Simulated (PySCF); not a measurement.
## [HgF3(NH3)]− at several levels of theory

Computed with PySCF 2.14.0 (density fitting, no spin-orbit coupling) at the geometry relaxed with PBE0:

```xyz
8
[HgF3(NH3)]− (singlet; a saddle point, relaxed within its symmetry)
Hg    0.0761   -0.0761    0.0761
F     0.9253    1.5884    1.0509
F    -1.5884   -1.0509    0.9253
F     1.0509   -0.9253   -1.5884
N    -1.4412    1.4412   -1.4412
H    -1.6954    2.2792   -0.9270
H    -0.9270    1.6954   -2.2792
H    -2.2792    0.9270   -1.6954
```

```csv
level,basis,state,HOMO (eV),gap (eV),charge on Hg1 (e),dipole about the centre of mass (D),largest force component (eV/Å)
PBE0,"Hg def2-SVP with ECP60, F def2-SVP, N def2-SVP, H def2-SVP",singlet,-2.10,5.91,0.65,4.27,0.06
M06-L,the same,singlet,-0.62,4.03,0.71,4.19,0.35
PBE0,"Hg def2-TZVP with ECP60, F def2-TZVP, N def2-TZVP, H def2-TZVP",singlet,-3.03,6.14,1.01,4.04,0.20
```

Charges are Mulliken's, which hang on the basis. The relaxation used the grid (50, 194), these runs (75, 302) or, all-electron (x2c bases, spin-free X2C Hamiltonian), (99, 590).

Q: What does B3LYP with Hg def2-SVP with ECP60, F def2-SVP, N def2-SVP, H def2-SVP give here?

A: state singlet, HOMO (eV) -1.75, gap (eV) 5.28, charge on Hg1 (e) 0.59, dipole about the centre of mass (D) 4.26, largest force component (eV/Å) 0.18. Time: 13 s on 2 threads of Intel(R) Xeon(R) Processor @ 2.50GHz (Skylake/Cascade Lake) (shared host), from an already converged density.

In the first row's basis the gap widens with exact exchange: 4.0 eV for M06-L (none); 5.3 to 5.9 eV for B3LYP, PBE0 (a fixed share).
